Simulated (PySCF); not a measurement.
# Worked example: oscillator strength and radiative lifetime

Al(H)(Br)(OH) (AlBrH2O), SMILES [OH][AlH][Br].

The structure is a stationary point at r2SCAN-D4/def2-TZVP. One conformer was computed; it need not be the lowest.

TDA-B3LYP/def2-SVPD in PySCF puts the first singlet state with f over 0.02 at 6.48 eV (vertical), with the transition dipole (-0.488, -0.001, 0.000) in atomic units.

Task: Find the oscillator strength, the wavelength and the radiative lifetime that this transition would have in vacuum if emission retraced absorption.

Result: 
|μ|² = 0.2381 au, so |μ| = 1.24 D. ΔE = 6.48/27.211 = 0.2381 hartree. f = (2/3) ΔE |μ|² = 0.038 (the program prints 0.038).
λ = 1239.84/6.48 = 191 nm; ν = 52265 cm⁻¹.
Einstein's coefficient A = 0.6670 ν² f s⁻¹ (ν in cm⁻¹) = 6.9e7 s⁻¹, so τ = 1/A = 15 ns. This state is S2; the lower singlet has f = 0.001. The figure is the radiative limit of this one transition; relaxation, internal conversion, crossing to triplets and a medium change what is measured.
